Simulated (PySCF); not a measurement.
C10H11N.
Cartesian coordinates in Å at the GFN2-xTB level; atoms count from 1:
```
atom  x, y, z in Å
C1    -3.3966    0.7445   -0.5488
C2    -2.0045    0.1407   -0.6774
C3    -1.0658    0.6499    0.4237
C4     0.2964    0.0388    0.2813
C5     0.6029   -1.1684    0.9011
C6     1.8458   -1.7581    0.7405
C7     2.8089   -1.1531   -0.0439
C8     2.5122    0.0565   -0.6715
C9     3.4832    0.6954   -1.4765
N10    4.2653    1.2202   -2.1304
C11    1.2593    0.6460   -0.5099
H12   -3.3508    1.8289   -0.6226
H13   -4.0468    0.3745   -1.3378
H14   -3.8397    0.4851    0.4103
H15   -2.0688   -0.9482   -0.6181
H16   -1.5829    0.3948   -1.6525
H17   -0.9944    1.7371    0.3554
H18   -1.4879    0.3958    1.3981
H19   -0.1402   -1.6488    1.5212
H20    2.0641   -2.6949    1.2312
H21    3.7828   -1.6014   -0.1730
H22    1.0471    1.5844   -1.0025
```

NICS = −σ at a ghost point: NICS(0) at the centroid of the ring atoms, NICS(1) 1 Å to either side along the normal of their mean plane, zz for the tensor component along that normal. Level: GIAO PBE0/pcSseg-1 (PySCF, non-relativistic, gas phase) on the GFN2-xTB geometry, one conformer.

Ring bond lengths (Å), with Mayer bond orders in brackets: C4–C5 1.391 (1.40), C5–C6 1.385 (1.43), C6–C7 1.382 (1.44), C7–C8 1.395 (1.37), C8–C11 1.394 (1.35), C11–C4 1.386 (1.40).

Task: What do the NICS probes read (ppm)?

Result: 
| ring | type | NICS(0) | NICS(1), two faces | NICS(1)zz, two faces | rms pucker (Å) | centre to ring atoms, mean (Å) |
| --- | --- | --- | --- | --- | --- | --- |
| C4–C5–C6–C7–C8–C11 | 6-membered carbocycle; formal bonds all aromatic | -9.0 | -11.4 / -11.2 | -27.9 / -27.0 | 0.00 | 1.39 |

Task: What can be read from them?

Result: 
- C4–C5–C6–C7–C8–C11: mean NICS(1)zz -27.4 ppm, shielded. For a flat ring without four-coordinate atoms the NICS criterion counts such a value as aromatic.

Task: And the bond-length index? Use HOMA with the parameters of Krygowski (1993).

Result: 
- C4–C5–C6–C7–C8–C11: HOMA 0.99 = 1 − EN − GEO, with mean bond length 1.389 Å, EN = α(Ropt − mean)² = 0.000 and GEO = α × variance = 0.006. The geometric and the magnetic index point the same way.

Task: At the first NICS(1) probe listed for ring C4–C5–C6–C7–C8–C11, 1 Å off the ring, what do the in-plane components average?

Result: The isotropic value is a third of the trace: (3 × -11.4 − (-27.9))/2 = -3.2 ppm.

Task: How shielded are the nuclei of the rings and their hydrogens (means over atoms taken as equivalent)?

Result: 
```tsv
atoms	environment	σ isotropic (ppm)
C4	substituted aromatic carbon	35.5
C5	aromatic CH carbon	49.4
C6	aromatic CH carbon	52.2
C7	aromatic CH carbon	50.2
C8	substituted aromatic carbon	69.2
C11	aromatic CH carbon	47.4
H19	aromatic hydrogen	24.08
H20	aromatic hydrogen	24.03
H21	aromatic hydrogen	23.93
H22	aromatic hydrogen	23.92
```
